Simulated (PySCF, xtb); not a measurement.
HNP, SMILES P#[NH+], charge +1. Atoms are numbered in the order given.

```xyz
3

N      0.0000     0.0000     0.9000
P      0.0000     0.0000    -0.5476
H      0.0000     0.0000     1.9143
```
Charge +1, spin multiplicity 1.

Coordinates come from a ωB97X-D3(BJ)/def2-TZVPD optimisation. The isomer is the one that the SMILES or the coordinates give; other isomers of the formula were not compared.

These are PySCF with IEF-PCM-PBE0/def2-TZVPD values and carry that method's errors.

The values are the electrostatic part of the solvation free energy, E(continuum) − E(gas) at the gas-phase geometry, in a cavity of scaled van der Waals radii (PySCF's table); cavitation and dispersion terms are not included. In vacuum the orbital gap is 8.06 eV.

```tsv
solvent	ε	ΔG(elec) (kcal/mol)	gap (eV)
water	78.36	-70.5	8.09
ethanol	24.85	___	___
tetrahydrofuran	7.43	-61.8	8.08
```

Q: What belongs in the gaps? (An estimate is asked for; the answer gives what the named calculation found.)

A: 
- ethanol, ΔG(elec) (kcal/mol): -68.6
- ethanol, gap (eV): 8.08

For comparison, GFN2-xTB/ALPB(water) (xtb, at the GFN2-xTB geometry, all terms of that model) gives -68.7 kcal/mol.
